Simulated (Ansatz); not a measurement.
Start from `FB(F)O[SiH3]` and change one atom or group to get `C#CB(F)F`.

Ansatz, PBE0-D4/def2-TZVP geometries, multiplicity 1. Each molecule was computed in one conformer, which needn't be the lowest.

```
                                          property  `FB(F)O[SiH3]`
                HOMO energy (PBE0/def2-TZVPP) / eV           -9.67
               HOMO–LUMO gap (PBE/def2-TZVPP) / eV            7.14
size of the dipole moment (ωB97M-V/def2-TZVPP) / D            1.72
             LUMO energy (ωB97M-V/def2-TZVPP) / eV            1.35
    size of the dipole moment (PBE/def2-TZVPP) / D            1.66
               LUMO energy (B3LYP/def2-TZVPP) / eV           -0.48
```

Task: What does the change do to each property? (Estimate.)

Result: Ansatz gave: 
| property | `C#CB(F)F` | shift |
| --- | --- | --- |
| HOMO energy (PBE0/def2-TZVPP) / eV | -8.92 | 0.75 |
| HOMO–LUMO gap (PBE/def2-TZVPP) / eV | 5.17 | -1.97 |
| size of the dipole moment (ωB97M-V/def2-TZVPP) / D | 1.89 | 0.17 |
| LUMO energy (ωB97M-V/def2-TZVPP) / eV | 0.66 | -0.69 |
| size of the dipole moment (PBE/def2-TZVPP) / D | 1.81 | 0.15 |
| LUMO energy (B3LYP/def2-TZVPP) / eV | -1.73 | -1.25 |

With PBE0 the HOMO rises by 0.75 eV and the LUMO falls by 1.27 eV, so the gap narrows by about 2.02 eV. PBE moves the HOMO by 0.60 eV and ωB97M-V by 0.75 eV. The zero-point energy changes by -29.4 kJ/mol with -6 modes. Dipoles are sizes alone; their direction can turn.

B3LYP here is the variant with VWN-RPA as its local correlation; programs differ in this.
